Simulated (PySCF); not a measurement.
A structure optimised at ωB97X-D3(BJ)/def2-SVP, used in a PySCF frequency run:

```xyz
13

C      2.3584     1.0849    -0.2402
C      1.7808    -0.2206     0.1992
C      0.5227    -0.2841     0.9851
Ge    -1.0652    -0.1739    -0.1888
H      3.4001     0.9767    -0.5798
H      2.3387     1.8288     0.5762
H      1.7909     1.5335    -1.0821
H      2.1501    -1.1436    -0.2619
H      0.4345    -1.2274     1.5487
H      0.4501     0.5486     1.7063
H     -1.0611    -1.3618    -1.1668
H     -1.0222     1.1337    -0.9990
H     -2.3663    -0.2063     0.6367
```
Charge 0, spin multiplicity 2.

**Question.** Write its SMILES and formula.

**Answer.** C[CH][CH2][GeH3], C₃H₉Ge

**Question.** What are its rotational constants (standard atomic weights)?

**Answer.** 11.280, 2.0562, 1.9015 GHz
